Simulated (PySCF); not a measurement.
C₄H₅BF₂, SMILES [C@@H]1(B(C(=C)C1)F)F.

Coordinates come from a PBE0-D3(BJ)/def2-SVP optimisation. The structure was generated by enumeration; whether it is a known compound was not checked.

Computed with B3LYP/def2-TZVP (PySCF).

Isolated molecule, no solvent.

Computed frontier levels, gap, dipole moment and polarisability:
The highest occupied level comes out as -7.83 eV, the lowest empty level is -2.26 eV and the orbital gap is 5.57 eV. The dipole moment is 2.58 D and the quadrupole, principal values (traceless, Buckingham form, about the centre of nuclear charge) is -2.94, -0.24, 3.18 D·Å. The mean static polarisability is 60.2 bohr³ (8.92 Å³) and the polarisability, principal values is 43.9, 57.6, 79.1 bohr³.
